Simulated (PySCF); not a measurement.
SrCl, SMILES [Cl][Sr], multiplicity 2.

Geometry optimised at B3LYP-D3(BJ)/def2-TZVPD. The multiplicity is an assumed one; other spin states were not compared. The def2 effective core potentials stand for the cores of Sr; spin–orbit coupling is left out.

Computed with PBE/def2-TZVPD in PySCF.

Estimate the frontier levels, dipole moment and polarisability. (The exact figures need the calculation; the answer reports its results.)


```yaml
"α spin, highest occupied and lowest empty level": -3.63 and -1.82 eV
"β spin, highest occupied and lowest empty level": -6.46 and -2.76 eV
dipole_moment: 4.76 D
mean_static_polarisability: 178.7 bohr³ (26.48 Å³)
polarisability_principal_values: 157.0, 189.5, 189.5 bohr³
"⟨S²⟩": 0.750 (pure state 0.75)
```
